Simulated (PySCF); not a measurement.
# Deuteron quadrupole couplings in `CC(=O)[Si@]1(C[SiH3])CCN1`

C5H13NOSi2.
Cartesian coordinates in Å at the GFN2-xTB level; atoms count from 1:
```xyz
22
C5H13NOSi2 angstrom
C      0.2653    2.8239   -0.2121
C      1.0134    1.5237   -0.1301
O      2.2007    1.4399   -0.3486
Si     0.0042   -0.0474    0.3466
C      1.2002   -1.5143    0.4519
Si     1.9753   -2.0112   -1.2179
C     -1.6939   -0.3685   -0.4812
C     -2.3352   -0.1818    0.8963
N     -1.1517    0.3126    1.5848
H     -0.3386    2.9447    0.6836
H      0.9408    3.6670   -0.3373
H     -0.4117    2.7693   -1.0627
H      0.6945   -2.3781    0.8844
H      2.0093   -1.2535    1.1327
H      2.7870   -3.2161   -1.0038
H      2.8026   -0.9362   -1.7490
H      0.9007   -2.3394   -2.1633
H     -2.0389    0.3606   -1.2064
H     -1.8428   -1.3592   -0.8953
H     -3.1472    0.5504    0.9212
H     -2.7031   -1.1236    1.3144
H     -1.1412    0.3565    2.5909
```

Level: PBE0/pcSseg-1 (PySCF, non-relativistic); Q(2H) = 0.00286 b; rigid geometry, the same for H and D, with no vibrational averaging.

Question: Rank these positions by the coupling χzz of a deuteron there, largest first.
A. H20 (methylene hydrogen)
B. H17 (Si–H hydrogen)
C. H19 (methylene hydrogen)
D. H22 (N–H hydrogen)
E. H16 (Si–H hydrogen)
F. H10 (methyl hydrogen)

Answer: D (288 kHz), C (221 kHz), F (210 kHz), A (201 kHz), E (112 kHz), B (107 kHz).

Q: Give the electric field gradient Vzz (the principal value of largest size), its asymmetry and the 2H coupling at each hydrogen.

A: 
```csv
atom,bonded to,bond length (Å),Vzz (au),η,χzz (kHz)
H10,C1,1.087,0.3122,0.02,210
H11,C1,1.088,0.3136,0.01,211
H12,C1,1.089,0.3144,0.03,211
H13,C5,1.090,0.3210,0.01,216
H14,C5,1.089,0.3225,0.00,217
H15,Si6,1.469,0.1597,0.01,107
H16,Si6,1.457,0.1664,0.02,112
H17,Si6,1.468,0.1598,0.02,107
H18,C7,1.085,0.3284,0.04,221
H19,C7,1.084,0.3284,0.04,221
H20,C8,1.094,0.2995,0.02,201
H21,C8,1.094,0.2975,0.02,200
H22,N9,1.007,0.4292,0.15,288
```

Q: Average by the element that carries the hydrogen.

A: on C: 212 kHz over 9 positions, mean bond length 1.089 Å; on Si: 109 kHz over 3 positions, mean bond length 1.465 Å; on N: 288 kHz over 1 position, mean bond length 1.007 Å.

Q: How does χzz go with the bond length over the 9 C–H bonds?

A: A straight-line fit has a slope of -18.1 kHz for each 0.01 Å, with a correlation coefficient of -0.85, over lengths from 1.084 to 1.094 Å. The longer bonds have the smaller couplings here.

One conformer (not necessarily the lowest) at the GFN2-xTB geometry, without solvent, vibrations or thermal averaging. GFN2-xTB bond lengths can be off by several hundredths of an ångström, more for odd bonds, and the gradients follow them. These gradients aren't converged with respect to the basis.
